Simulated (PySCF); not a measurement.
**Ar⁹⁺: fine-structure interval**

Ar⁹⁺ [He] 2s2 2p5 [2p1/2^2 2p3/2^3, M_J = 3/2] → Ar⁹⁺ [He] 2s2 2p5 [2p1/2^1 2p3/2^4, M_J = 1/2], as a difference of total energies. Computed with PySCF 2.14 in an uncontracted even-tempered set (18 s from 1.2 bohr⁻², ratio 2.4; 11 p from 1.6 bohr⁻², ratio 2.4; 5 d from 9.1 bohr⁻², ratio 2.6; 5 f from 14 bohr⁻², ratio 2.6), with the two-component X2C-1e Hamiltonian. Correlated levels: nothing frozen; the 28 highest virtual spinors dropped. "Screened" scales the spin-orbit matrix elements by Boettger's factors to mimic the two-electron term; Breit and QED terms are absent.

```csv
method,fine-structure interval (cm⁻¹)
GHF (screened spin-orbit),18409
GMP2 (screened spin-orbit),19098
GHF (bare spin-orbit),20797
```
